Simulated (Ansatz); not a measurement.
`BCOC`, relaxed with RKS PBE0-D4/def2-TZVP in the Gaussian-basis code of Ansatz from a PBE-D4/def2-SVP geometry. The force threshold is 0.005 eV/Å; the program also tests the step.

Total charge 0; spin multiplicity 1.

Start:

```xyz
11

B     0.788   -1.799   -0.479
C     0.050   -0.433   -0.419
O     0.197    0.285    0.781
C    -0.488    1.512    0.781
H     1.449   -2.225    0.448
H     0.685   -2.450   -1.503
H     0.388    0.164   -1.317
H    -1.034   -0.634   -0.665
H    -0.130    2.198   -0.028
H    -0.312    2.001    1.759
H    -1.592    1.382    0.644
```

```csv
step,energy (eV),largest force (eV/Å),largest move (Å)
1,-4906.2071,0.564,0.000
2,-4906.2493,0.191,0.026
3,-4906.2533,0.033,0.011
4,-4906.2533,0.021,0.002
5,-4906.2534,0.004,0.003
```

End:

```xyz
11

B     0.781   -1.787   -0.479
C     0.045   -0.429   -0.425
O     0.198    0.281    0.775
C    -0.487    1.501    0.772
H     1.429   -2.197    0.437
H     0.682   -2.432   -1.483
H     0.384    0.174   -1.292
H    -1.026   -0.615   -0.646
H    -0.126    2.165   -0.028
H    -0.313    1.982    1.735
H    -1.568    1.357    0.634
```

Hardware: 2 threads of an Arm Neoverse V1 on a shared host. Wall time 20 s, peak host memory 0.32 GiB.
